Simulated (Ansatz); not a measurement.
## CH2FInSi: where a starting geometry ends

The starting geometry of this gas-phase singlet was optimised with GFN2-xTB.

```xyz
6

C    -1.6382   -0.8137   -1.3227
F    -5.0834   -0.4902   -2.6369
In   -4.5976    1.1264   -1.4217
Si   -3.1412   -1.2713   -0.5182
H    -0.6533   -0.9576   -0.9040
H    -1.6379   -0.5155   -2.3645
```

Question: Predict what becomes of its bonds when it is optimised with PBE0-D3(BJ)/def2-SVP.

Answer: New bonds form, giving a structure given below by its coordinates. Distances that change by over a tenth: F2–In3 (2.08 → 2.57 Å). Contacts that close: C1–In3 (3.54 → 2.44 Å), F2–Si4 (2.98 → 1.73 Å).

The energy falls by 1.71 eV over 19 steps:

| step | E − E(last) (eV) |
| --- | --- |
| 1 | 1.710 |
| 3 | 1.190 |
| 5 | 0.608 |
| 7 | 0.284 |
| 9 | 0.058 |
| 11 | 0.008 |
| 13 | 0.001 |
| 15 | 0.000 |
| 17 | 0.000 |
| 19 | 0.000 |

Final geometry (Å):

```
atom    x (Å)    y (Å)    z (Å)
   C  -2.0933  -0.5686  -1.3929
   F  -4.5432  -1.0509  -2.0397
  In  -3.6612   1.3016  -1.5092
  Si  -3.3850  -1.7540  -0.9629
   H  -1.1631  -0.5316  -0.8073
   H  -1.9057  -0.3185  -2.4560
```

Frequencies at the end are all real (lowest 99 cm⁻¹). Atoms past krypton carry core potentials, without spin–orbit terms. Run with Ansatz 0.2.0, 21 s on 2 threads of Intel(R) Xeon(R) 6975P-C (Granite Rapids), with other jobs on the host.
